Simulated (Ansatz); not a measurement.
Born–Oppenheimer molecular dynamics of Cl2GaH4NO (9 atoms, charge 0, multiplicity 1). It starts at the highest image of a converged band, a first-order saddle point between two minima.

The calculation used Ansatz, RKS PBE-D4/def2-SVP.

```
ensemble                      : NVE (velocity Verlet)
time step                     : 0.5 fs
steps asked                   : 200
starting velocities drawn for : 100 K
seed                          : 9507
```

First frame:

```xyz
9
Properties=species:S:1:pos:R:3
Ga -0.076 0.213 0.113
N -0.099 0.125 2.069
H -0.803 -0.494 2.488
H 0.799 -0.035 2.543
Cl 1.849 0.110 -0.859
Cl -1.839 -0.632 -0.832
O -0.502 2.081 0.716
H -1.413 2.373 0.517
H -0.452 1.441 1.699
```

Q: How far do the bonds stretch over the last three quarters of this one trajectory? (Pairs bonded in most of those frames.)

A: 
```json
{"bond": "Ga1–N2", "mean (Å)": "2.208", "spread (Å)": "0.097", "shortest": "2.01", "longest": "2.32"}
{"bond": "Ga1–Cl5", "mean (Å)": "2.205", "spread (Å)": "0.034", "shortest": "2.13", "longest": "2.24"}
{"bond": "Ga1–Cl6", "mean (Å)": "2.193", "spread (Å)": "0.017", "shortest": "2.16", "longest": "2.21"}
{"bond": "Ga1–O7", "mean (Å)": "1.822", "spread (Å)": "0.051", "shortest": "1.75", "longest": "1.93"}
{"bond": "N2–H3", "mean (Å)": "1.031", "spread (Å)": "0.016", "shortest": "1.00", "longest": "1.06"}
{"bond": "N2–H4", "mean (Å)": "1.031", "spread (Å)": "0.010", "shortest": "1.01", "longest": "1.05"}
{"bond": "N2–H9", "mean (Å)": "1.038", "spread (Å)": "0.035", "shortest": "0.98", "longest": "1.11"}
{"bond": "O7–H8", "mean (Å)": "0.978", "spread (Å)": "0.012", "shortest": "0.96", "longest": "1.00"}
```

Mean temperature of the second half: 576 K. The conserved energy stayed within 0.11 meV per atom of its start (net change -0.065 meV per atom), so the integration is sound. The kinetic energy rose, since the run started high on the potential surface and went downhill. A run of 0.1 ps of so small a system gives no equilibrium averages. The orbitals stay closed-shell, which can raise the energy where a bond breaks towards radicals; this wasn't checked here.

Run time: 4.1 min on 4 threads of Arm Neoverse V2, with other jobs on the host, peak memory 0.19 GiB.
